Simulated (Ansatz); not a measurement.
Species: H6BN2O, charge 1, multiplicity 1. SMILES: NB([NH3+])O

Atoms: N1, B2, N3, O4, H5, H6, H7, H8, H9, H10. Bonds: N1-B2, N1-H5, N1-H6, B2-N3, B2-O4, N3-H7, N3-H8, N3-H9, O4-H10.

Bond lengths (Å) and angles (degrees) optimised at HF/3-21G with Ansatz (a program for electronic structure); PBE/6-31G* with Ansatz; B3LYP/LANL2DZ with Ansatz, each started from the B3LYP-D3(BJ)/def2-TZVP structure (Ansatz) of the last column. A row stands for all coordinates that are equal there; 12 of 18 kinds are shown. 6-31G* holds six Cartesian d functions. No wavenumbers were computed at PBE/6-31G*, B3LYP/LANL2DZ, so these may be saddle points.

```tsv
coordinate	HF/3-21G	PBE/6-31G*	B3LYP/LANL2DZ	B3LYP-D3(BJ)/def2-TZVP
N1-B2	1.385	1.391	1.387	1.380
N1-H5	1.002	1.019	1.014	1.008
N1-H6	1.003	1.020	1.015	1.009
B2-N3	1.594	1.589	1.582	1.577
B2-O4	1.353	1.353	1.356	1.341
N3-H7	1.019	1.034	1.030	1.023
O4-H10	0.964	0.977	0.971	0.964
N1-B2-N3	117.8	117.7	118.6	117.7
N1-B2-O4	133.5	133.5	132.9	132.8
N3-B2-O4	108.7	108.8	108.5	109.5
B2-N1-H5	125.0	125.6	124.9	125.2
B2-N1-H6	122.2	122.3	122.2	122.5
```

Mean signed difference of all 9 bond lengths from B3LYP-D3(BJ)/def2-TZVP: HF/3-21G 0.001 Å, PBE/6-31G* 0.012 Å, B3LYP/LANL2DZ 0.008 Å.
